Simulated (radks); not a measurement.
Q: The mean radii <r> (bohr) of the occupied orbitals of an atom or ion are listed with their occupations. All-electron calculation, Dirac Kohn-Sham, PBE, spin-unpolarised, spherical densities, point nucleus. Program: a radial shooting solver on a logarithmic mesh with Libxc functionals.

| orbital | occ. | <r> |
|---|---|---|
| 1s1/2 | 2 | 0.02111 |
| 2s1/2 | 2 | 0.08922 |
| 2p1/2 | 2 | 0.07438 |
| 2p3/2 | 4 | 0.08144 |
| 3s1/2 | 2 | 0.2341 |
| 3p1/2 | 2 | 0.2238 |
| 3p3/2 | 4 | 0.2372 |
| 3d3/2 | 4 | 0.2097 |
| 3d5/2 | 6 | 0.2138 |
| 4s1/2 | 2 | 0.5285 |
| 4p1/2 | 2 | 0.5386 |
| 4p3/2 | 4 | 0.5686 |
| 4d3/2 | 4 | 0.5984 |
| 4d5/2 | 6 | 0.6088 |
| 5s1/2 | 2 | 1.231 |
| 5p1/2 | 1.66667 | 1.342 |
| 5p3/2 | 3.33333 | 1.416 |
| 4f5/2 | 3.42857 | 0.7463 |
| 4f7/2 | 4.57143 | 0.7545 |

Name the element and its charge. Open shells, if any, are shared by 2j + 1.

A: Z = 66, dysprosium, charge +5: Dy5+ in [Kr] 4d10 4f8 5s2 5p5. The 1s radius gives Z: for a bare nucleus <r> = (2 gamma + 1)/(2Z) with gamma = sqrt(1 - (Z/c)^2), 0.02085 bohr for Z = 66, and screening makes it slightly larger (0.02111 here). The occupations add up to 61, and the charge is Z minus that.
